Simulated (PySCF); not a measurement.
**How methods differ on the ionisation energy of Os+**

Os+ [Xe] 4f14 5d6 6s1 (6D) → Os(2+) [Xe] 4f14 5d6 (5D), as a difference of total energies. All numbers are calculated (PySCF 2.14, a scalar-relativistic core potential, in cc-pVTZ-PP with ECP60MDF (5s5p4d2f1g, 63 functions)). Correlated levels: valence: 5s2 5p6 frozen. The calculations carry no spin-orbit coupling.

```tsv
method	ionisation energy (eV)
UHF	16.018
PBE0	17.290
BP86	17.685
MP2 (valence)	16.854
SCS-MP2 (valence)	16.488
```

Question: How much does correlation contribute at MP2 (valence)?

Answer: 16.854 − (16.018) = 0.836 eV, measured against UHF.

The reference lies between the lowest fine-structure levels, while these numbers refer to the centres of the terms.

Errors of the correlated levels include the incompleteness of this basis and the frozen core.

For comparison: 17 ± 1 eV (semi-empirical (NIST evaluation); NIST Atomic Spectra Database, ionization energies).
